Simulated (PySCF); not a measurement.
[Gd(NH3)2]3+ at several levels of theory

Computed with PySCF 2.14.0 (density fitting, no spin-orbit coupling) at the geometry relaxed with TPSS:

```xyz
9
[Gd(NH3)2]3+ (singlet in the valence; each metal's 4f electrons, 7 of them, lie in its core potential, out of spins and levels)
Gd    0.1078    1.1485    0.0001
N    -0.0066   -0.1915    1.9959
H     0.7705   -0.0297    2.6806
H    -0.8617   -0.0430    2.5842
H     0.0091   -1.2303    1.8679
N    -0.0087   -0.1915   -1.9972
H     0.7946   -0.8440   -2.1616
H    -0.8407   -0.8224   -2.0818
H    -0.0440    0.3598   -2.8881
```

```csv
level,basis,state,HOMO (eV),gap (eV),charge on Gd1 (e),population of f-type functions on Gd1 (polarisation alone where 4f lies in the core),dipole about the centre of mass (D),largest force component (eV/Å)
TPSS,"Gd lcecp-1-SVP with ECP53, N def2-SVP, H def2-SVP",singlet,-24.37,5.52,2.08,0.02,3.67,0.01
TPSSh,the same,singlet,-24.94,6.47,2.11,0.02,3.56,0.14
PBE0,the same,singlet,-25.75,7.66,2.12,0.02,3.53,0.27
BLYP,the same,singlet,-24.13,5.02,2.02,0.02,3.81,0.15
CAM-B3LYP,the same,singlet,-27.12,9.96,2.12,0.02,3.40,0.22
TPSS,"Gd lcecp-1-TZVP with ECP53, N def2-TZVP, H def2-TZVP",singlet,-24.27,5.51,2.26,0.03,3.69,0.35
```

In the lcecp rows the 4f levels are missing from HOMO and gap, and the state counts the valence alone.

HOMO and gap are taken over both spins. Charges are Mulliken's, which hang on the basis. The relaxation used the grid (50, 194), these runs (75, 302) or, all-electron (x2c bases, spin-free X2C Hamiltonian), (99, 590).

**Question.** What does PBE0 with Gd def2-SVP with ECP28, N def2-SVP, H def2-SVP give here?

**Answer.** state octet, HOMO (eV) -25.83, gap (eV) 6.84, charge on Gd1 (e) 2.09, population of f-type functions on Gd1 (polarisation alone where 4f lies in the core) 7.03, dipole about the centre of mass (D) 3.84, largest force component (eV/Å) 0.54. Time: 22 s on 2 threads of Arm Neoverse V2, with other jobs on the host, from free ions and atoms.

In the first row's basis the gap widens with exact exchange: 5.0 to 5.5 eV for BLYP, TPSS (none); 6.5 to 7.7 eV for TPSSh, PBE0 (a fixed share); 10.0 eV for CAM-B3LYP (rising or full at long range).

No frequency check is given that shows the relaxed geometry to be a minimum. An lcecp potential fixes the number of 4f electrons, so in runs with it no electron can move into or out of that shell.

Rows with open f shells in the valence may stand above their lowest state, and their gaps can end on f levels.
